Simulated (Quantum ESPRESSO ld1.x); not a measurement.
Results of a calculation; reference values are marked as such.
Question: Ti8+, configuration [Ne] 3s2 3p2 (the NIST ground configuration). Code: ld1.x of Quantum ESPRESSO 7.5. Model: Dirac Kohn-Sham, PBEsol, spin-unpolarised, spherical densities, point nucleus; open shells are shared between the two j in proportion to 2j + 1. Some entries of the table are withheld. Estimate them.

orbital      occ.  eigenvalue (hartree)  r(max) (bohr)  <r^2> (bohr^2)
1s1/2           2             -185.1591          0.045             (1)
2s1/2           2                   (2)          0.269          0.1234
2p1/2           2                   (3)          0.218          0.1008
2p3/2           4                   (4)          0.220          0.1025
3s1/2           2               -7.5030          0.816          0.9181
3p1/2    0.666667               -6.5840            (5)          0.9574
3p3/2     1.33333               -6.5487            (6)          0.9671

Answer: 
(1) 1s1/2 <r^2> (bohr^2): 0.006520
(2) 2s1/2 eigenvalue (hartree): -25.9048
(3) 2p1/2 eigenvalue (hartree): -22.6961
(4) 2p3/2 eigenvalue (hartree): -22.4812
(5) 3p1/2 r(max) (bohr): 0.823
(6) 3p3/2 r(max) (bohr): 0.823
